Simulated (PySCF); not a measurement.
PySCF 2.14 output of an unrestricted TPSS calculation on a single atom or ion in aug-cc-pVDZ-DK (7s6p4d2f, 59 functions), with scalar relativity by spin-free X2C-1e:

```
SCF conv_tol = 1e-09
number electrons alpha = 10  beta = 10
    J. Tao, J. P. Perdew, V. N. Staroverov, and G. E. Scuseria.,  Phys. Rev. Lett. 91, 146401 (2003)
    J. P. Perdew, J. Tao, V. N. Staroverov, and G. E. Scuseria.,  J. Chem. Phys. 120, 6898 (2004)
    J. Tao, J. P. Perdew, V. N. Staroverov, and G. E. Scuseria.,  Phys. Rev. Lett. 91, 146401 (2003)
    J. P. Perdew, J. Tao, V. N. Staroverov, and G. E. Scuseria.,  J. Chem. Phys. 120, 6898 (2004)
cycle= 1 E= -763.869021662707  delta_E= -0.00245  |g|= 0.00838  |ddm|= 4.29
cycle= 2 E= -763.869057144602  delta_E= -3.55e-05  |g|= 0.0024  |ddm|= 0.313
cycle= 3 E= -763.869059913834  delta_E= -2.77e-06  |g|= 3.55e-05  |ddm|= 0.114
cycle= 4 E= -763.869059914348  delta_E= -5.14e-10  |g|= 3.28e-06  |ddm|= 0.000217
converged SCF energy = -763.869059914348  <S^2> = -2.8421709e-14  2S+1 = 1
```

The run itself started from symmetry-adapted Hartree-Fock orbitals and held the occupation by maximum overlap, on a logarithmic radial grid, so the iterations belong to that start.

**Question.** Which element, charge and spin multiplicity is this?

**Answer.** Sc⁺ (scandium, charge +1), multiplicity 1; the state was [Ar] 4s2, closed-shell 1S (an excited configuration).
